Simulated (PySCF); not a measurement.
C6H11N, SMILES C(CCC#N)(C)C, singlet (GFN2-xTB optimised geometry):

```
18

C      1.940     0.185     0.000
C      0.412     0.185     0.000
C     -0.108     1.621     0.000
C     -0.099    -0.605    -1.211
C     -1.615    -0.843    -1.195
C     -2.016    -1.584    -0.027
N     -2.326    -2.177     0.900
H      2.326    -0.831     0.034
H      2.320     0.723     0.865
H      2.319     0.668    -0.898
H      0.063    -0.314     0.911
H      0.159     2.124    -0.928
H      0.329     2.177     0.826
H     -1.189     1.654     0.116
H      0.405    -1.574    -1.236
H      0.159    -0.070    -2.128
H     -2.157     0.106    -1.206
H     -1.911    -1.416    -2.079
```

Computed with PBE0/def2-SVP (PySCF).

**Question.** What are the frontier orbital energies and the dipole moment?

**Answer.** HOMO-2 -9.49 eV, HOMO-1 -9.14 eV, HOMO -9.02 eV, LUMO 0.97 eV, LUMO+1 1.29 eV; dipole moment 3.74 D.

On the same geometry PySCF with PBE/def2-SVP gives HOMO-2 -7.98 eV, HOMO-1 -7.73 eV, HOMO -7.61 eV, LUMO -0.03 eV, LUMO+1 0.19 eV; dipole moment 3.61 D.

Meta-Löwdin charges at PBE0/def2-SVP: C1 -0.30, C2 -0.04, C3 -0.30, C4 -0.16, C5 -0.20, C6 0.10, N7 -0.23, H8 0.10, H9 0.10, H10 0.09, H11 0.09, H12 0.09, H13 0.10, H14 0.09, H15 0.10, H16 0.09, H17 0.13, H18 0.14.
